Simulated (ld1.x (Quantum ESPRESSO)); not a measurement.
copper (Cu), RRKJ: configuration errors across variants

* Element: Cu (Z = 29)
* Generator: ld1.x (Quantum ESPRESSO) 7.5
* Type: norm-conserving RRKJ (Kleinman–Bylander form)
* Functional: Wu–Cohen
* Relativity: non-relativistic
* Frozen core: [Ar]
* Valence charge: 11
* Reference configuration: 3d10 4s0 4p0 (charge +1)
* Partial waves: 4p (bound, empty): rc 2.95 bohr; 3d (bound): rc 1.15 bohr; 4s (bound, empty): rc 2.35 bohr
* Local potential: the s channel
* Core correction: Bessel-smoothed model core inside 0.70 bohr

All-electron excitation energies from the reference (eV): (1) 3d10 4s1 4p0 -7.845; (2) 3d9 4s0 4p0 21.489; (3) 3d8 4s0 4p0 60.789; (4) 3d10 4s0 4p1 -3.831; (5) 3d9 4s1 4p1 -0.702; (6) 3d10 4s0.5 4p0 -4.800; (7) 3d9 4s1 4p0 4.015.

Errors AE − PS in meV (a dash: test not solved or not reliable):

```tsv
change	(1)	(2)	(3)	(4)	(5)	(6)	(7)	bound ghosts
base	-16	-321	-1761	-4.3	-403	-4.8	-341	none
core correction none	-1.4	-277	-1513	+2.2	-357	+1.0	-309	none
core correction Bessel-smoothed model core inside 0.48 bohr	-16	-321	-1760	-4.3	-402	-4.8	-341	none
core correction Bessel-smoothed model core inside 0.62 bohr	-16	-321	-1760	-4.3	-402	-4.8	-341	none
core correction Bessel-smoothed model core inside 0.74 bohr	-16	-321	-1761	-4.3	-403	-4.8	-341	none
core correction Bessel-smoothed model core inside 0.90 bohr	-16	-321	-1762	-4.3	-403	-4.8	-341	none
core correction Bessel-smoothed model core inside 1.10 bohr	-16	-320	-1758	-4.3	-402	-4.8	-340	none
core correction Bessel-smoothed model core inside 1.22 bohr	-15	-320	-1750	-4.2	-400	-4.8	-339	none
core correction Bessel-smoothed model core inside 1.38 bohr	-15	-317	-1733	-4.2	-396	-4.7	-335	none
```

Q: Give the same row for: core correction Bessel-smoothed model core inside 0.98 bohr.

A: -16, -321, -1762, -4.3, -403, -4.8, -341; bound ghosts: none.
